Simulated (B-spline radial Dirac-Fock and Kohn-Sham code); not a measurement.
# Mn: non-radiative channels of the 3p3/2 vacancy

System: the free manganese atom, [Ar] 3d5 4s2.

Method: independent-particle radiative and Coulomb Auger rates from relativistic LDA hole-state orbitals, with Dirac-Fock energies. Computed with a radial finite-basis atomic code. Kinetic energies are configuration averages from the vacuum level; the two-hole energies are estimated from single-hole states.

```
transition  kinetic energy (eV)  width (meV)  share (%)
   M3-M4M4                25.82         22.0        2.1
   M3-M4M5                25.95          508       48.3
   M3-M5M5                26.07          348       33.1
   M3-M4N1                36.66         30.1        2.9
   M3-M5N1                36.78          144       13.7
```

Coster-Kronig rates are the weakest part of this model and often come out 1.5 to 2.5 times too large. The listed channels hold 100 % of the non-radiative rate. Summed by principal shells, of 1.05 eV in all: MMM 83.5 %, MMN 16.5 %.
